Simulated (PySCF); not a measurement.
C2H7O (SMILES C[OH+]C), charge +1, singlet, at a GFN2-xTB geometry. Base run: B3LYP/STO-3G in PySCF.

Here is a job for PySCF.
```python
from pyscf import gto, scf, dft

mol = gto.Mole()
mol.atom = '''
    C    -0.00223143    1.21625181   -0.23715729
    O     0.06253569   -0.00293426    0.54553241
    C     0.01855330   -1.21299750   -0.25260614
    H     0.03713273    2.06033938    0.44988519
    H     0.87422661    1.24376925   -0.88384307
    H    -0.90875310    1.26332016   -0.84164350
    H     0.07242889   -2.06495723    0.42365030
    H    -0.88709609   -1.26787824   -0.85774070
    H     0.89528349   -1.21728810   -0.89949420
    H    -0.68143921   -0.01335695    1.18350721
'''
mol.basis = 'sto-3g'
mol.charge = 1
mol.verbose = 4
mol.build()

mf = dft.RKS(mol)
mf.xc = 'b3lyp'
mf.kernel()
mf.analyze()
```

The base run was repeated with changes; each row names its change, and settings that it needs were set with it.

| change | ΔE vs base (mEh) | SCF cycles |
|---|---|---|
| base | 0.000 | 7 |
| DIIS = EDIIS | 0.000 | 40 |
| DIIS = ADIIS | 0.000 | 11 |
| diis_space = 4 | 0.000 | 7 |
| level_shift = 1.0 (with mf.max_cycle = 100) | 0.000 | 18 |
| conv_tol = 1e-11 | 0.000 | 8 |
| init_guess = atom | 0.000 | 7 |
| init_guess = mod_huckel | 0.000 | 8 |
| diis_space = 2 | 0.000 | 13 |
| init_guess = huckel | 0.000 | 8 |
| diis_space = 20 | 0.000 | 7 |
| init_guess = vsap | 0.000 | 7 |
| solver = newton; init_guess = 1e | 0.000 | - |
